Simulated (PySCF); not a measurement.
Gas-phase reaction: GeH3 + 2 H + SiH ⇌ H3SiGeH3

Energies from PySCF, thermal terms from the rigid-rotor harmonic-oscillator model, ideal gas at 1 bar. † marks an energy on the PBE0/def2-TZVP geometry and frequencies; other levels use their own. CCSD(T) freezes the core. 6-31G* has spherical d functions here. Open shells (unrestricted): GeH3 (multiplicity 2), H (multiplicity 2), SiH (multiplicity 2, electronic degeneracy 4); the rest are closed-shell singlets. Spin-orbit splitting is ignored; it lowers the true energy and changes the entropy of SiH. B3LYP is the form with VWN-RPA correlation. Ge: all electrons, no relativistic terms. GeH3: computed as isolated molecules; such fragments, hydroxides, amides, oligomers or adducts are transient or little studied in the gas. CCSD(T) isn't extrapolated to the basis-set limit; its ΔH°(298 K) is -865.9 kJ in def2-SVP and -905.5 kJ in def2-TZVPP. The harmonic model lacks anharmonicity and excited electronic states, which grow with temperature; levels with a mode under 35 cm⁻¹ are left out. Internal rotation in H3SiGeH3 is treated as a harmonic vibration of one conformer, which makes the entropy rough.

```csv
level,"ΔE electronic, kJ","ΔH°(298 K), kJ","ΔS°(298 K), J/K","ΔG°(600 K), kJ"
B3LYP/6-31G*,-937,-891,-365,-670
CCSD(T)/def2-SVP†,-910,-866,-365,-644
M06-2X/def2-TZVP†,-933,-889,-365,-667
r2SCAN/def2-TZVP†,-958,-914,-365,-692
ωB97X-V/def2-TZVP†,-975,-931,-365,-710
```
ΔH° is lowest at ωB97X-V/def2-TZVP† and highest at CCSD(T)/def2-SVP†. No reference value is set beside these.
